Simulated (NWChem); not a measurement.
# hydrogen iodide (HI); SMILES I

Program: NWChem. The geometry was optimised at PBE0/def2-SVP. def2 effective core potentials on I; no spin-orbit coupling. Static field.

| level | basis functions | isotropic polarisability (bohr³) | anisotropy (bohr³) |
|---|---|---|---|
| PBE/def2-SVP | 31 | 20.8 | 9.7 |
| PBE/def2-SVPD | 43 | 37.3 | 1.4 |
| PBE/def2-TZVP | 56 | ___ | ___ |
| PBE/def2-TZVPD | 68 | 37.6 | 1.5 |

Question: What belongs in the gaps?

Answer: 
- PBE/def2-TZVP, isotropic polarisability (bohr³): 28.1
- PBE/def2-TZVP, anisotropy (bohr³): 7.0
